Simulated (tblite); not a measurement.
Compound: C₈H₄ClF (charge +1 and doublet state).
SMILES: `C=C(Cl)C#C/C=C(\F)[C]=[CH+]`

All values are computed: GFN2-xTB (tblite) harmonic vibrations without scaling, gas phase. Against measured fundamentals such values can be off by several per cent, at times by over 20. Open shells enter through the occupations alone, without spin polarisation, and single modes of such species can be off by tens of per cent.

Harmonic wavenumbers (cm⁻¹): 44.6, 48.3, 55.0, 108.1, 144.4, 172.1, 278.9, 295.5, 326.6, 420.3, 450.1, 469.4, 493.2, 541.8, 552.1, 563.8, 626.3, 679.9, 697.9, 792.4, 826.6, 876.4, 892.0, 1045.8, 1148.6, 1265.3, 1285.6, 1352.4, 1478.3, 1517.6, 2188.4, 2213.1, 3067.2, 3085.2, 3129.2, 3336.2.

A = 3959, B = 379.0, C = 345.9 MHz; mass 153.999 u (most abundant isotopes); point group Cs, symmetry number 1; spin multiplicity 2.

Q: What is the zero-point energy?

A: ½Σν̃ = 18234 cm⁻¹ = 218.13 kJ/mol.

Q: What is S at 500 K and 1 bar for an ideal gas of classical rigid rotors and harmonic oscillators?

A: Translation 182.42, rotation 135.34, vibration 223.88, spin (R ln 2) 5.76: S = 547.4 J/(mol K).

Q: And Cp and H(500 K) − H(0)?

A: Cp = 216.70 J/(mol K), of which vibrations give 183.44 (their classical limit is 36 R = 299.3); H(500 K) − H(0) = 70.21 kJ/mol without the zero-point energy, 53.58 from vibrations.

Q: What must be added to the electronic energy to get the Gibbs energy at 500 K and 1 bar?

A: ZPE + [H(500 K) − H(0)] − T·S = 218.13 + 70.21 − 273.70 = 14.64 kJ/mol.

Q: How do the functions run with temperature in this model?

A: 
```tsv
T (K)	S (J/(mol K))	Cp (J/(mol K))	H − H(0) (kJ/mol)	G − H(0) (kJ/mol)	ln q(vib)
150	356.3	106.4	10.77	-42.68	4.13
250	420.8	148.5	23.58	-81.63	7.14
298.15	448.5	165.6	31.15	-102.57	8.53
400	501.5	194.9	49.58	-151.00	11.39
600	588.5	233.5	92.75	-260.32	16.54
900	690.1	267.1	168.33	-452.80	23.25
```

q(vib) and H(0) count from the zero-point level.

Q: Which modes carry the vibrational entropy at 500 K?

A: 44.6 cm⁻¹: 25.39; 48.3 cm⁻¹: 24.73; 55.0 cm⁻¹: 23.65; 108.1 cm⁻¹: 18.06; 144.4 cm⁻¹: 15.68; 172.1 cm⁻¹: 14.24 J/(mol K); the other 30 give 102.13 together.

Q: Blend soft modes into free rotors: weight 1/[1 + (100 cm⁻¹/ν̃)⁴] for the oscillator and the rest for a rotor with moment μB/(μ + B), μ = h/(8π²ν), B = 10⁻⁴⁴ kg m². What vibrational entropy results?

A: 199.91 J/(mol K) in place of 223.88, which changes −T·S at 500 K by +11.98 kJ/mol.

Hindered rotation and anharmonicity are outside this model.
